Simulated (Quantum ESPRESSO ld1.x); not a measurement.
The numbers below are computed, except where a source is named.
Species: N0.4+. Configuration: [He] 2s2 2p(up 2.6, down 0) (fractional occupations, a model configuration).

Code: ld1.x of Quantum ESPRESSO 7.5. Model: non-relativistic Kohn-Sham, LDA (Slater exchange, Perdew-Wang correlation), spin-polarised, spherical densities, point nucleus.

Energy parts (eV):
total: -1468.71
kinetic: 1461.46
electron-nucleus: -3432.09
Hartree: 668.34
exchange-correlation: -166.42

Orbitals (lengths in bohr, moments of r in powers of bohr; r(max) is where P^2 peaks; r(90%) holds 90 % of the orbital's charge):
orbital  occ.  eigenvalue (eV)  r(max)  r(90%)    <r^4>
1s up       1         -387.208   0.150   0.416  0.01393
1s down     1         -385.528   0.149   0.414  0.01364
2s up       1         -24.8234    1.01    2.05    7.595
2s down     1         -20.7541    1.02    2.16    9.459
2p up     2.6         -13.5038   0.929    2.31    12.89
2p down     0          -9.5734   0.982    2.61    21.89

The highest occupied level is 2p up at -13.504 eV. Summed over all electrons, <r^2> = 10.38 bohr^2, which gives a Langevin (diamagnetic) susceptibility term of -8.22 x 10^-6 cm^3/mol.
